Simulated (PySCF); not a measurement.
A calculated (UHF, PySCF 2.14, aug-cc-pV5Z, the non-relativistic Hamiltonian (point nucleus)) atom or ion has these occupied shells.

```
shell  electrons  orbital energy (eV)  rms radius, mean of both spins (bohr)
 1s α          1              -140.38                                  0.482
 1s β          1              -139.26                                  0.482
 2s α          1              -18.129                                   2.47
```

Problem. Name the element and its charge.

Solution. Be⁺ (beryllium, charge +1), in [He] 2s1, 2S determinant.
